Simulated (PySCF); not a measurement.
PySCF input file for ZrI2, SMILES [I][Zr][I] (connectivity only; charge and spin as stated), neutral, multiplicity 3, IEF-PCM-ωB97X/def2-SVP. Geometry: PBE-D3(BJ)/def2-SVP. The spin state was assumed, not searched. The def2 effective core potentials stand for the cores of I, Zr; spin–orbit coupling is left out.

```python
import numpy as np
from pyscf import gto, scf, dft
from pyscf.solvent import pcm

mol = gto.M(
    atom='''
    Zr    0.00000000    0.00000000    0.00000000
    I     0.00000000    0.00000000   -2.72657501
    I     0.00000000    0.00000000    2.72657501
    ''',
    basis='def2-SVP',
    ecp={'I': 'def2-svp', 'Zr': 'def2-svp'},
    charge=0,
    spin=2,
    max_memory=1600,
    verbose=3,
)
mf = dft.UKS(mol, xc='wb97x').density_fit(auxbasis='def2-universal-jkfit')
mf.grids.level = 3
mf.conv_tol = 1e-9
mf.max_cycle = 100
mf.kernel()
fine, coarse = mf.grids, dft.Grids(mol).set(level=1).build(with_non0tab=True)
for _ in range(3):  # follow internal instabilities
    mf.grids = coarse
    mo, _, stable, _ = mf.stability(return_status=True, nroots=4)
    mf.grids = fine
    if stable:
        break
    mf.kernel(mf.make_rdm1(mo, mf.mo_occ))
res = {}
for name, eps in {'water': 78.355, 'ethylethanoate': 5.9867, 'dimethylsulfoxide': 46.826}.items():
    s = mf.PCM()
    s.with_solvent.method, s.with_solvent.eps, s.with_solvent.lebedev_order = 'IEF-PCM', eps, 29
    s.kernel(mf.make_rdm1())
    res[name] = (s.e_tot, eps, s.dip_moment(), s.mo_energy, s.converged)
    print(f'{name}: electrostatic solvation free energy {(s.e_tot - mf.e_tot) * 627.509474:.3f} kcal/mol')
```

Output:

```

WARN: HOMO -1.05854478532663 >= LUMO -1.05854478532664


WARN: HOMO -0.0295172340220079 >= LUMO -0.030360527767785

converged SCF energy = -642.557262889018  <S^2> = 2.0041004  2S+1 = 3.0027324
<class 'pyscf.df.df_jk.DFUKS'> wavefunction has an internal instability
converged SCF energy = -642.583330024676  <S^2> = 2.0014172  2S+1 = 3.0009447
<class 'pyscf.df.df_jk.DFUKS'> wavefunction has an internal instability
converged SCF energy = -642.58342342586  <S^2> = 2.0014221  2S+1 = 3.0009479
<class 'pyscf.df.df_jk.DFUKS'> wavefunction is stable in the internal stability analysis

WARN: PCM is an experimental feature. It is still in testing.
Features and APIs may be changed in the future.

converged SCF energy = -642.594906364237  <S^2> = 2.0011857  2S+1 = 3.0007904
Dipole moment(X, Y, Z, Debye): -0.00000,  0.00000, -0.00000
water: electrostatic solvation free energy -7.206 kcal/mol

WARN: PCM is an experimental feature. It is still in testing.
Features and APIs may be changed in the future.

converged SCF energy = -642.592083617288  <S^2> = 2.0012335  2S+1 = 3.0008222
Dipole moment(X, Y, Z, Debye): -0.00000,  0.00000, -0.00000
ethylethanoate: electrostatic solvation free energy -5.434 kcal/mol

WARN: PCM is an experimental feature. It is still in testing.
Features and APIs may be changed in the future.

converged SCF energy = -642.594730653858  <S^2> = 2.0011885  2S+1 = 3.0007922
Dipole moment(X, Y, Z, Debye): -0.00000,  0.00000, -0.00000
dimethylsulfoxide: electrostatic solvation free energy -7.095 kcal/mol
```

The calculation finished and met its thresholds.
